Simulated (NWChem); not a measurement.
C2H2BrCl; SMILES C=C(Cl)Br

Program: NWChem. Geometry: optimised at PBE0/def2-SVP. Ions are spin-unrestricted doublets at the neutral geometry; other ion states weren't tried.

**Question.** Predict the results for LRC-wPBEh/def2-SVP. Quantities: vertical ionisation energy, ΔSCF (eV); −ε(HOMO) (eV).

**Answer.** 
```json
{
  "vertical ionisation energy, ΔSCF (eV)": "9.71",
  "−ε(HOMO) (eV)": "9.26"
}
```
